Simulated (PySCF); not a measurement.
Cd(Br)(Et) (C2H5BrCd), SMILES [CH2](C)[Cd][Br].

Coordinates come from a PBE0-D3(BJ)/def2-SVP optimisation. The def2 effective core potentials stand for the cores of Cd; spin–orbit coupling is left out. Other conformers were not sampled.

These are PBE/def2-TZVP run with PySCF values and carry that method's errors.

**Question.** Estimate the frontier levels, gap, dipole moment and polarisability. (Estimate from the structure and the level; the computed values follow.)

**Answer.** 
| Quantity | Result |
|---|---|
| highest occupied level | -6.57 eV |
| lowest empty level | -1.75 eV |
| orbital gap | 4.83 eV |
| dipole moment | 3.32 D |
| quadrupole, principal values (traceless, Buckingham form, about the centre of nuclear charge) | -4.61, 2.06, 2.55 D·Å |
| mean static polarisability | 81.4 bohr³ (12.06 Å³) |
| polarisability, principal values | 58.8, 62.1, 123.3 bohr³ |
